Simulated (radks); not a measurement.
Question: The calcium ion Ca13+ is in [He] 2s2 2p(1/2: 2, 3/2: 1). Method: Dirac Kohn-Sham, PBE, spin-unpolarised, spherical densities, finite nucleus; Fermi nuclear charge, rms radius of each element as measured or else 0.836 A^(1/3) + 0.57 fm; computed with a radial shooting solver on a logarithmic mesh with Libxc functionals. Sub-shells are occupied by j as written (lower j first in brackets). One electron is removed from 1s1/2, 2p1/2, 2s1/2, 2p3/2 in turn, with full relaxation. Which removal costs least, and what does each cost?

Answer: 2p3/2 810.40 eV; 2p1/2 815.17 eV; 2s1/2 870.86 eV; 1s1/2 4613.9 eV. The 2p3/2 electron leaves first.
